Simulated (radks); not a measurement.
Spherical jellium clusters: N electrons in a uniform positive sphere of charge N and radius rs N^(1/3), rs = 5.3 bohr. Level of theory: non-relativistic Kohn-Sham, PBEsol, spin-polarised, spherical densities (a radial shooting solver with Libxc functionals). Levels are named by radial order and angular momentum (1s, 1p, 1d, 2s, ...), and open shells are averaged over m. Each electron was tried in the lowest free levels, single moves between levels near the top were tried too, and the lowest total energy was kept; such a search can miss a lower state. The series stops at N = 13: beyond it a trial failed or the search could not be trusted, so later rows were left out. Energies include the self-energy of the background; IP and EA are vertical (highest electron removed, lowest free level filled), at fixed background; spill-out counts the electrons outside the background radius R, and alpha is the static dipole polarisability from linear response (closed shells only). A dash means not computed or, for alpha, an open shell; in EA it means that no bound solution was reached, which is typical of self-interaction and does not show that the anion is unstable. Real open-shell clusters deform, which this model forbids.

N,open shells,2S,E/N (eV),E(N+1) + E(N-1) - 2E(N) (eV),IP (eV),spill-out (e)
1,"1s(up 1, down 0)",1,-1.407,-,-,0.28
2,none,0,-1.637,0.596,4.157,0.42
3,"1p(up 1, down 0)",1,-1.515,-0.471,3.274,0.66
4,"1p(up 2, down 0)",2,-1.571,-0.287,3.625,0.79
5,"1p(up 3, down 0)",3,-1.662,0.344,3.795,0.88
6,"1p(up 3, down 1)",2,-1.666,-0.296,3.354,1.00
7,"1p(up 3, down 2)",1,-1.711,-0.186,3.588,1.09
8,none,0,-1.768,0.708,3.716,1.17
9,"1d(up 1, down 0)",1,-1.733,-0.190,2.957,1.31
10,"1d(up 2, down 0)",2,-1.725,-0.152,3.119,1.42
11,"1d(up 3, down 0)",3,-1.731,-0.124,3.240,1.51
12,"1d(up 4, down 0)",4,-1.747,-0.104,3.334,1.59
13,"1d(up 5, down 0)",5,-1.769,-,3.408,1.66

All shells are closed at N = 2, 8 (there: 1s2 1p6); the second difference of the energy has clear peaks (12 % above both neighbours; the first and last values, which can be the largest, are not judged, and half-filled shells can peak too) at N = 5, 8.
